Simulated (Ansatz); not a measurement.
Cl₂H₄OSi₂ (`[SiH3]O[SiH](Cl)Cl`). The species carries charge 0 and has multiplicity 1. Geometry: relaxed with PBE0-D4/def2-TZVP. It is one conformer, not always the lowest.

```xyz
9

Si    1.132   -0.590    0.959
O    -0.189    0.270    0.474
Si   -1.161    0.664   -0.744
Cl   -0.113    1.657   -2.183
Cl   -1.958   -1.019   -1.574
H     1.346   -0.293    2.393
H     2.314   -0.175    0.166
H     0.877   -2.038    0.766
H    -2.247    1.524   -0.257
```

(1) What is the dipole moment at B3LYP/def2-TZVPP? (Best estimate.)

(2) And with PBE, r2SCAN, ωB97M-V? (Best estimate.)

(3) Give the Mulliken charges with B3LYP, ωB97M-V, r2SCAN in def2-TZVPP. (Estimate.)

Answers

(1) Computed: 1.15 D, with components (0.39, -0.05, 1.08) D in this frame, pointing from negative to positive charge.

(2) Computed: PBE 1.11 D, r2SCAN 1.15 D, ωB97M-V 1.13 D.

(3) Computed: 
```json
{"atom": "Si1", "B3LYP": "0.40", "ωB97M-V": "0.29", "r2SCAN": "0.43"}
{"atom": "O2", "B3LYP": "-0.37", "ωB97M-V": "-0.38", "r2SCAN": "-0.41"}
{"atom": "Si3", "B3LYP": "0.64", "ωB97M-V": "0.53", "r2SCAN": "0.68"}
{"atom": "Cl4", "B3LYP": "-0.22", "ωB97M-V": "-0.19", "r2SCAN": "-0.23"}
{"atom": "Cl5", "B3LYP": "-0.22", "ωB97M-V": "-0.19", "r2SCAN": "-0.23"}
{"atom": "H6", "B3LYP": "-0.06", "ωB97M-V": "-0.02", "r2SCAN": "-0.06"}
{"atom": "H7", "B3LYP": "-0.06", "ωB97M-V": "-0.02", "r2SCAN": "-0.06"}
{"atom": "H8", "B3LYP": "-0.06", "ωB97M-V": "-0.02", "r2SCAN": "-0.06"}
{"atom": "H9", "B3LYP": "-0.05", "ωB97M-V": "-0.01", "r2SCAN": "-0.06"}
```

B3LYP here is the variant with VWN-RPA as its local correlation; programs differ in this.
